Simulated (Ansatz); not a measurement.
Coupled-cluster diagnostics for [SnH3]- (SnH₃⁻), Ansatz.

Geometry of the singlet (PBE-D4/def2-TZVPD):

```xyz
4

Sn    0.690    0.107    0.305
H     0.326    0.281   -1.467
H    -0.784    1.069    0.761
H    -0.231   -1.457    0.400
```

In the def2 sets Sn takes a core potential; there is no spin–orbit coupling. Correlated methods freeze 4 core orbitals; core or outer-core shells of Sn are correlated, in sets that lack core-valence functions.

(1) Estimate the CCSD(T) correlation energy, the shares of MP2 and (T), T1 and the reference's ⟨S²⟩ for: charge -1, singlet, own geometry in def2-TZVPPD; charge 0, doublet, vertical in def2-TZVPPD; and the rough time on 4 threads of Intel Xeon Platinum 8488C on a shared host.

## Answers

(1) 
| state | basis | correlation (eV) | MP2 share (%) | (T) share (%) | T1 | ⟨S²⟩ (pure) | wall time |
| --- | --- | --- | --- | --- | --- | --- | --- |
| charge -1, singlet, own geometry | def2-TZVPPD | -10.400 | 93.8 | 2.7 | 0.017 | 0.00 (0.00) | 2.6 s |
| charge 0, doublet, vertical | def2-TZVPPD | -9.523 | 92.9 | 2.5 | 0.018 | 0.76 (0.75) | 7 s |
Customary marks for T1 are 0.02 (closed shells), 0.045 (open shells) and about 0.05 (3d metals). T1 stays under 0.02 throughout.
